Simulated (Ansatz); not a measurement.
The cluster Na₇Li₂⁻ (the lowest singlet isomer of a short search), 9 atoms. Hardware: 4 threads of Arm Neoverse V2 on a shared host.

Correlated methods freeze 7 core orbitals; core or outer-core shells of Li, Na are correlated, in sets that lack core-valence functions.

(1) How many basis functions does each of these Ansatz runs have, and roughly what does it cost? BHLYP/def2-TZVPD, charge -1 singlet, energy, from earlier orbitals; PBE0/def2-TZVPD, charge -1 singlet, energy, from earlier orbitals; PBE/def2-SVPD, charge -1 singlet, relaxation, 35 steps; HF/STO-3G, charge -1 singlet, energy; B2PLYP/def2-TZVPD, charge -1 singlet, energy, from earlier orbitals; ωB97M-V/def2-TZVPD, charge -1 singlet, energy, from earlier orbitals; PBE/def2-TZVPD, charge -1 singlet, energy and forces, from earlier orbitals; r2SCAN/def2-TZVPD, charge -1 singlet, energy, from earlier orbitals; MP2/def2-TZVPD, charge -1 singlet, energy, from earlier orbitals; CCSD(T)/def2-SVPD, charge -1 singlet, energy, from earlier orbitals.

## Answers

(1) Other jobs shared the machine, so times can vary by a factor of up to 3. A dash marks memory too small to be measured apart from the calling script's.

```csv
run,functions,fitting or Cholesky vectors,wall time,peak host memory (GiB)
"HF/STO-3G, charge -1 singlet, energy",73,712,0.35 s,–
"PBE/def2-TZVPD, charge -1 singlet, energy and forces, from earlier orbitals",279,2556,8.5 s,0.73
"PBE0/def2-TZVPD, charge -1 singlet, energy, from earlier orbitals",279,2640,12 s,1.5
"MP2/def2-TZVPD, charge -1 singlet, energy, from earlier orbitals",279,2569,14 s,1.2
"BHLYP/def2-TZVPD, charge -1 singlet, energy, from earlier orbitals",279,2724,15 s,1.6
"B2PLYP/def2-TZVPD, charge -1 singlet, energy, from earlier orbitals",279,2569,18 s,1.3
"r2SCAN/def2-TZVPD, charge -1 singlet, energy, from earlier orbitals",279,2556,18 s,0.8
"ωB97M-V/def2-TZVPD, charge -1 singlet, energy, from earlier orbitals",279,2556,37 s,1.8
"PBE/def2-SVPD, charge -1 singlet, relaxation, 35 steps",150,1663,99 s,–
"CCSD(T)/def2-SVPD, charge -1 singlet, energy, from earlier orbitals",150,1447,2 min,2
```
